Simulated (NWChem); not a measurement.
Molecule: C2H4BFO2; SMILES C=C(F)B(O)O

```xyz
10

C     -1.2749    -1.4908     0.0000
C     -0.1447    -0.7870     0.0000
F      1.0473    -1.4358     0.0000
B      0.0193     0.7789     0.0000
O     -1.0858     1.5610     0.0000
O      1.2625     1.3260     0.0000
H     -1.2727    -2.5838     0.0000
H     -2.2265    -0.9574     0.0000
H     -0.8611     2.4980     0.0000
H      1.9425     0.6419     0.0000
```
Atoms are numbered in this order, from 1.

Results from NWChem. Pople sets run with spherical d functions. Medium grid unless said otherwise, to which SCAN and Minnesota functionals are sensitive. Coordinates come from a PBE0/def2-SVP optimisation. Hybrids' shares of exact exchange are those that their runs print; pure functionals count as 0. The functionals differ in more than this share.

```csv
row,share of exact exchange,orbital gap (eV)
PBE/6-31G*,0.00,4.80
HCTH/407/6-31G*,0.00,4.88
B3LYP/6-31G*,0.20,6.57
B97-2/6-31G*,0.21,6.73
PBE0/6-31G*,0.25,7.04
MN15/6-31G*,0.44,withheld
```

### Question
Fit a straight line of the last column on the one before it, predict the withheld value, and compare with the run.

### Answer

1. Means of the 5 shown rows: x = 0.132, y = 6.004. Slope Σ(x − x̄)(y − ȳ)/Σ(x − x̄)² = 0.5247/0.05948 = 8.821; intercept 4.840.
2. The shown rows scatter about the line by 0.034 (root mean square); the largest residual is -0.04, at PBE/6-31G*.
3. At x = 0.44 (MN15/6-31G*; beyond the shown range) the line gives 8.72.
4. The run gives 8.36, -0.36 from the line, 10.6 times the scatter.
